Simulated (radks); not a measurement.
These are the eigenvalues of the occupied orbitals of an atom or ion with whole-number occupations (hartree). Method: Dirac Kohn-Sham, LB94 model potential, spin-unpolarised, spherical densities, finite nucleus; Fermi nuclear charge, rms radius of each element as measured or else 0.836 A^(1/3) + 0.57 fm; computed with a radial shooting solver on a logarithmic mesh with Libxc functionals.

orbital  eigenvalue
1s1/2     -494.3267
2s1/2     -66.14854
2p1/2     -59.87785
2p3/2     -58.10412
3s1/2     -10.55307
3p1/2      -8.36429
3p3/2      -8.11140
3d3/2      -4.30063
3d5/2      -4.25929
4s1/2      -2.25630
4p1/2      -1.73694

Which element is it, and in what charge state? The configuration may be excited. Open shells, if any, fill j = l - 1/2 first.

Answer. Z = 35, bromine, charge +3: Br3+ in [Ar] 3d10 4s2 4p2. The list shows which subshells hold electrons but not how many an open one holds; the 1s level, -494.33 hartree, gives Z - s = 31.4 by -(Z - s)^2/2, which with screening and relativity narrows Z to a few neighbours, and the depths of the outer levels then fix element, charge and occupations together.
